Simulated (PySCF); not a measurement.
Correlation energy of Ni²⁺ (nickel, charge +2)

[Ar] 3d7 4s1, high-spin 5F determinant (an excited configuration). Computed with PySCF 2.14 in ANO-RCC-VTZP, with scalar relativity by spin-free X2C-1e. Frozen: [Ar]; 8 electrons correlated.

```
  level  correlation energy (mhartree)
   CCSD                        -198.20
    (T)                          -2.88
CCSD(T)                        -201.08
```

Diagnostics: T1 = 0.0063, D1 = 0.0142, largest double amplitude 0.020.

Cost of the coupled-cluster step: about 7 core-seconds, for 8 correlated electrons.

Iterations:

```
CC2 = 0
CCSD nocc = (np.int64(6), np.int64(2)), nmo = (50, 50)
frozen orbitals [[0, 1, 2, 3, 4, 5, 6, 7, 8], [0, 1, 2, 3, 4, 5, 6, 7, 8]]
max_cycle = 100
direct = 0
conv_tol = 1e-08
conv_tol_normt = 1e-06
diis_space = 8
diis_start_cycle = 0
Init t2, MP2 energy = -0.198144667003982
Init E_corr(UCCSD) = -0.198144667008613
cycle = 1  E_corr(UCCSD) = -0.196385993366172  dE = 0.00175867364  norm(t1,t2) = 0.0256444
cycle = 2  E_corr(UCCSD) = -0.197872062252754  dE = -0.00148606889  norm(t1,t2) = 0.00670869
cycle = 3  E_corr(UCCSD) = -0.198037928997055  dE = -0.000165866744  norm(t1,t2) = 0.00304199
cycle = 4  E_corr(UCCSD) = -0.198198510381767  dE = -0.000160581385  norm(t1,t2) = 0.00110916
cycle = 5  E_corr(UCCSD) = -0.198197803855455  dE = 7.06526312e-07  norm(t1,t2) = 0.00033649
cycle = 6  E_corr(UCCSD) = -0.198198692785375  dE = -8.88929919e-07  norm(t1,t2) = 4.2312e-05
cycle = 7  E_corr(UCCSD) = -0.198199198988915  dE = -5.0620354e-07  norm(t1,t2) = 1.02255e-05
cycle = 8  E_corr(UCCSD) = -0.198198994899773  dE = 2.04089142e-07  norm(t1,t2) = 1.91984e-06
cycle = 9  E_corr(UCCSD) = -0.198198982537027  dE = 1.23627462e-08  norm(t1,t2) = 5.58097e-07
cycle = 10  E_corr(UCCSD) = -0.198198989914102  dE = -7.37707506e-09  norm(t1,t2) = 2.02763e-07
UCCSD converged
E(UCCSD) = -1518.23828994839  E_corr = -0.1981989899141021
UCCSD(T) correction = -0.00288233042931099
```
